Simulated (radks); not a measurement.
Results of a calculation; reference values are marked as such.
Neutral indium, configuration [Kr] 4d10 5s2 5p1 (the NIST ground configuration).

Code: a radial shooting solver on a logarithmic mesh with Libxc functionals. Model: scalar-relativistic Kohn-Sham, PBEsol, spin-polarised, spherical densities, finite nucleus; open shells are filled with parallel spins first (spin-orbit coupling, left out, can overturn this in heavy ions); Fermi nuclear charge, rms radius 4.6156 fm; hard spherical wall at 3 bohr.

Energy parts (Ry):
total: -11753.64334
kinetic: 12269.32852
electron-nucleus: -28501.61891
Hartree: 4794.04544
exchange-correlation: -315.39840

Orbitals (lengths in bohr, moments of r in powers of bohr; <r^-3> diverges for s and p1/2; r(max) is where P^2 peaks):
\begin{tabular}{lrrrrrr}
orbital & occ. & eigenvalue (Ry) & <r^4> & r(max) & <r^-3> & <r^2> \\ \hline
1s up & 1 & -2037.365 & 3.723e-06 & 0.01923 & - & 0.001195 \\
1s down & 1 & -2037.359 & 3.723e-06 & 0.01923 & - & 0.001195 \\
2s up & 1 & -303.9863 & 0.0006523 & 0.1087 & - & 0.01949 \\
2s down & 1 & -303.9839 & 0.0006523 & 0.1087 & - & 0.01949 \\
2p up & 3 & -272.7686 & 0.0004684 & 0.08694 & 4370 & 0.01537 \\
2p down & 3 & -272.7642 & 0.0004684 & 0.08694 & 4370 & 0.01537 \\
3s up & 1 & -56.66025 & 0.02963 & 0.3157 & - & 0.1392 \\
3s down & 1 & -56.65537 & 0.02963 & 0.3157 & - & 0.1392 \\
3p up & 3 & -46.43832 & 0.03147 & 0.3090 & 799.4 & 0.1401 \\
3p down & 3 & -46.43282 & 0.03146 & 0.3090 & 799.5 & 0.1401 \\
3d up & 5 & -30.55052 & 0.02914 & 0.2582 & 109.8 & 0.1253 \\
3d down & 5 & -30.54528 & 0.02913 & 0.2582 & 109.8 & 0.1253 \\
4s up & 1 & -7.64767 & 1.024 & 0.7708 & - & 0.8242 \\
4s down & 1 & -7.63643 & 1.021 & 0.7710 & - & 0.8237 \\
4p up & 3 & -4.62189 & 1.546 & 0.8182 & 137.8 & 0.9926 \\
4p down & 3 & -4.60992 & 1.534 & 0.8184 & 137.9 & 0.9901 \\
4d up & 5 & -0.30523 & 4.051 & 0.9414 & 12.08 & 1.581 \\
4d down & 5 & -0.28196 & 3.949 & 0.9406 & 12.20 & 1.561 \\
4f up & 0 & 3.34968 & 12.89 & 1.826 & 0.6280 & 3.137 \\
4f down & 0 & 3.41493 & 12.62 & 1.803 & 0.6500 & 3.095 \\
5s up & 1 & 0.90590 & 15.18 & 1.869 & - & 3.514 \\
5s down & 1 & 0.98813 & 15.07 & 1.861 & - & 3.498 \\
5p up & 1 & 1.87276 & 16.98 & 1.984 & 38.95 & 3.715 \\
5p down & 0 & 1.96018 & 16.90 & 1.978 & 39.20 & 3.704 \\
5d up & 0 & 3.71950 & 18.26 & 2.150 & 8.053 & 3.711 \\
5d down & 0 & 3.80272 & 18.30 & 2.147 & 7.966 & 3.722 \\
6s up & 0 & 6.96351 & 19.61 & 2.425 & - & 3.719 \\
6s down & 0 & 7.01819 & 19.70 & 2.425 & - & 3.732 \\
\end{tabular}

The highest occupied level is 5p up at 25.480 eV. The electron density at the nucleus is 1.794e+05 e/bohr^3 (large components only). Summed over all electrons, <r^2> = 36.54 bohr^2, which gives a Langevin (diamagnetic) susceptibility term of -28.9 x 10^-6 cm^3/mol.
